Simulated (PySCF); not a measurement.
# Peak assignment

Numbering as in the mapped SMILES `[CH3:1][Si@@H:2]1[CH2:3][SiH2:4][C@@H:5]1[CH:6]([F:7])[F:8]` (H(Xn): hydrogen on atom n). Ha(C3), Ha(Si4) are cis to C1 on the ring; Hb(C3), Hb(Si4) are trans to C1 on the ring.

Theoretical values (PySCF 2.14): GFN2-xTB structure, shieldings: GIAO PBE0/pcSseg-1. One averaged value for each set of equivalent atoms, one conformer, non-relativistic Hamiltonian, in vacuum.

Shifts are taken against calculated references (same method and geometry level): 13C, 1H against TMS.

Problem. Assign these signals to the numbered atoms. 13C{1H} NMR (computed): δ 124.4 (CH), 27.8 (CH), -0.8 (CH3), -5.2 (CH2).

Solution. 
124.4 → C6, sp3 CH bonded to 2 F: 2 electronegative neighbours deshield it
27.8 → C5, sp3 CH bonded to 2 Si
-0.8 → C1, methyl carbon bonded to Si: an electropositive neighbour leaves it electron-rich and shielded
-5.2 → C3, sp3 CH2 bonded to 2 Si: an electropositive neighbour leaves it electron-rich and shielded

Problem. Assign these signals to the numbered atoms. 1H NMR (400 MHz, computed): δ 6.36 (m, 1H), 5.16 (m, 1H), 4.84 (m, 1H), 4.80 (m, 1H), 1.75 (m, 1H), 0.66 (d, 3H), 0.58 (m, 1H), 0.36 (m, 1H).

Solution. 
6.36 → H(C6), hydrogen on an sp3 CH bonded to 2 F: its carbon carries F, an electronegative neighbour
5.16 → H(Si2), hydrogen on a silicon bonded to 3 C, in a 4-membered ring
4.84 → Ha(Si4), hydrogen on a silicon bonded to 2 C, in a 4-membered ring
4.80 → Hb(Si4), hydrogen on a silicon bonded to 2 C, in a 4-membered ring
1.75 → H(C5), hydrogen on an sp3 CH bonded to 2 Si
0.66 → H(C1), hydrogen on a methyl carbon bonded to Si: an electropositive neighbour shields it, as in TMS itself
0.58 → Hb(C3), hydrogen on an sp3 CH2 bonded to 2 Si: an electropositive neighbour shields it, as in TMS itself
0.36 → Ha(C3), hydrogen on an sp3 CH2 bonded to 2 Si

Ha(Si4) and Hb(Si4); H(C1) and Hb(C3) lie closer than the usual error of such a calculation, so a measured spectrum could show them in the other order.

Splittings by 19F in the carbon and heteronuclear signals aren't shown, as no couplings were computed. Shifts are as computed. Against solution values, carbons near 30 ppm lie about +3 ppm off and those near 130 ppm about +5 ppm. Of 1211 compounds with measured shifts, 218 miss one by over three times the rms of a fit or turn the order of signals round; such compounds aren't used in these exercises. No couplings were computed; multiplicities are counted from neighbouring protons, with m where these are inequivalent, close in shift, in a saturated or five-membered ring or joined by F or P, and br s for small geminal =CH2 splittings.
